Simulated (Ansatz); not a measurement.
`C[Si](C)(F)[SeH]` + `[CH3][Y]([F])[Cl]` → `C[Si](F)(Cl)[SeH]` + `[CH3][Y]([CH3])[F]`  (redistribution)

Computed with Ansatz on PBE0-D4/def2-TZVP structures; ΔE is electronic, products minus reactants. CCSD(T)/CBS is the MP2 limit (def2-TZVPP, def2-QZVPP) plus CCSD(T) − MP2 in def2-TZVPP, frozen cores. DFT in def2-TZVPP. HSE06 is defined as in plane-wave codes. Elements past krypton have def2 core potentials. For Se, Y outer-core shells are correlated without core-valence functions, which leaves a few kJ/mol of doubt a bond. Scalar relativity is left out up to krypton. Each species was taken in one conformer, which may not be the lowest.

Is it downhill or uphill in electronic energy at CCSD(T)/CBS, and by how much? (An estimate is asked.)

Ansatz gave: Uphill: ΔE = +1.66 eV.

What do these levels give: B97M-V, HSE06-D4, ωB97X-V, ωB97M-V, revPBE, r2SCAN, r2SCANh, RPA@PBE/def2-TZVPP, MP2/def2-TZVPP, SCS-MP2/def2-TZVPP, MP2/def2-QZVPP, SCS-MP2/def2-QZVPP? (An estimate is asked.)

Computed: B97M-V 1.62, HSE06-D4 1.62, ωB97X-V 1.68, ωB97M-V 1.64, revPBE 1.54, r2SCAN 1.62, r2SCANh 1.65, RPA@PBE/def2-TZVPP 1.60, MP2/def2-TZVPP 1.64, SCS-MP2/def2-TZVPP 1.67, MP2/def2-QZVPP 1.65, SCS-MP2/def2-QZVPP 1.68 eV.

Largest T1 diagnostic among the species: 0.013.

Leaving LDA and LC-ωPBE aside and taking each functional with its dispersion term where it has one, the values, not all of them listed here, spread over 0.20 eV, from revPBE-D4 to BHLYP-D4. From PBE to PBE0 (25 % exact exchange), in def2-TZVPP and without D4, ΔE moves by +0.09 eV. In def2-TZVPP, CCSD(T) changes the Hartree–Fock value by −0.24 eV (the triples alone add −0.03 eV) and MP2 by −0.24 eV.
